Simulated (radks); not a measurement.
The numbers below are computed, except where a source is named.
Problem. Numerical settings for neutral cerium, [Xe] 4f1 5d1 6s2. Code: a radial shooting solver on a logarithmic mesh with Libxc functionals. Model: Dirac Kohn-Sham, LDA (Slater exchange, Perdew-Wang correlation), spin-unpolarised, spherical densities, point nucleus; open shells fill j = l - 1/2 first. The defaults (mesh step 0.008 in ln r, mesh end at 40 bohr or more with all orbitals vanishing there, Anderson mixing 0.5 over 9 steps, residual threshold near 1e-9 with the energy settled to 1e-9 hartree or 1e-11 of itself, here a cap of 100 iterations) give E = -8858.6175 hartree and 5d3/2 at -3.267 eV in 14 iterations. Run on one thread of a shared host, so times are rough (Arm Neoverse V1): 0.19 s of CPU time, 0.19 s wall, 14 iterations on 2728 mesh points. One setting is changed at a time: mesh step in ln r 0.2; mesh step in ln r 0.03; mesh step in ln r 0.12; mesh end (bohr) 5; mesh end (bohr) 8; residual threshold 0.001; residual threshold 0.1; mixing 0.2; linear mixing, mixing 0.05; linear mixing, mixing 0.8; mixing history 20; iteration cap 5. Which runs fail to converge, and which converge to a wrong energy?

Solution. Not converged within the cap: mesh step in ln r 0.2; mesh step in ln r 0.12; linear mixing, mixing 0.05; linear mixing, mixing 0.8; iteration cap 5. Settled on a wrong energy, with an occupied level pushed above zero by the early mesh end: mesh end (bohr) 5 (+0.41 hartree). Apart from these: settings that end as converged yet miss the energy by more than 1 mhartree: mesh end (bohr) 8 (+0.0225 hartree).
